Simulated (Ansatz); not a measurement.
`N[Si](N)(F)Cl` + `FC[SiH2]Br` → `N[Si](F)(Cl)Br` + `N[SiH2]CF`  (redistribution)

Program: Ansatz. Geometries: PBE0-D4/def2-TZVP. ΔE: electronic, gas phase. CBS: MP2 limit from def2 TZ/QZ plus the TZ coupled-cluster correction, frozen cores. Functionals use def2-TZVPP. B3LYP here is the variant with VWN-RPA as its local correlation; programs differ in this. HSE06 is defined as in plane-wave codes. For Br outer-core shells are correlated without core-valence functions, which leaves a few kJ/mol of doubt a bond. Scalar relativity is left out up to krypton. One conformer a species, not always the lowest.

Problem. Is it downhill or uphill in electronic energy at CCSD(T)/CBS, and by how much? (Estimate.)

Solution. The calculation gave: Uphill: ΔE = +0.35 eV.

Problem. What do these levels give: r2SCAN-D4, B3LYP-D4, r2SCAN0-D4, HSE06-D4, PBE-QIDH, r2SCAN, HSE06, BHLYP, MP2/def2-SVP, SCS-MP2/def2-TZVPP, MP2/CBS(def2), CCSD/CBS(def2)? (An estimate is asked.)

Solution. Computed: r2SCAN-D4 0.35, B3LYP-D4 0.34, r2SCAN0-D4 0.37, HSE06-D4 0.35, PBE-QIDH 0.36, r2SCAN 0.35, HSE06 0.36, BHLYP 0.38, MP2/def2-SVP 0.35, SCS-MP2/def2-TZVPP 0.35, MP2/CBS(def2) 0.34, CCSD/CBS(def2) 0.36 eV.

Largest T1 diagnostic among the species: 0.011.

Leaving LDA and LC-ωPBE aside and taking each functional with its dispersion term where it has one, the values, not all of them listed here, spread over 0.05 eV, from revPBE-D4 to r2SCAN0-D4. From BLYP to BHLYP (50 % exact exchange), in def2-TZVPP and without D4, ΔE moves by +0.04 eV.
